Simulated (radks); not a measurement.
Species: Tb27+. Configuration: [Kr] 4d2 (the NIST ground configuration). Calculated with a radial shooting solver on a logarithmic mesh with Libxc functionals: Dirac Kohn-Sham, PBE, spin-unpolarised, spherical densities, finite nucleus; open shells fill j = l - 1/2 first; Fermi nuclear charge, rms radius 5.06 fm.

Normalised radial functions P(r) = r R(r) (large component), r in bohr:

r,3d3/2,4p3/2,4d5/2
0.002309,0.0003,0.0099,0.0001
0.003336,0.0008,0.0195,0.0003
0.004819,0.0019,0.0380,0.0007
0.006963,0.0050,0.0723,0.0021
0.009981,0.0125,0.1315,0.0057
0.01442,0.0317,0.2314,0.0154
0.02083,0.0788,0.3794,0.0401
0.0301,0.1871,0.5578,0.0985
0.04315,0.4079,0.6834,0.2191
0.06234,0.8184,0.5943,0.4418
0.09007,1.4222,0.1105,0.7497
0.1301,2.0279,-0.6492,0.9706
0.1865,2.2153,-0.9892,0.7486
0.2695,1.6954,-0.1799,-0.1706
0.3894,0.7944,1.2393,-1.2881
0.5626,0.1892,1.5753,-1.5142
0.8064,0.0183,0.7276,-0.7696
1.165,0.0004,0.1111,-0.1450
1.684,0.0000,0.0039,-0.0070

3d3/2: eigenvalue -2144.4 eV, 0 radial nodes, <r> = 0.211 bohr, 90 % of the charge inside 0.329 bohr. 4p3/2: eigenvalue -1056.8 eV, 2 radial nodes at r = 0.0954, 0.282 bohr, <r> = 0.519 bohr, 90 % of the charge inside 0.742 bohr. 4d5/2 (empty): eigenvalue -923.28 eV, 1 radial node at r = 0.255 bohr, <r> = 0.523 bohr, 90 % of the charge inside 0.761 bohr.
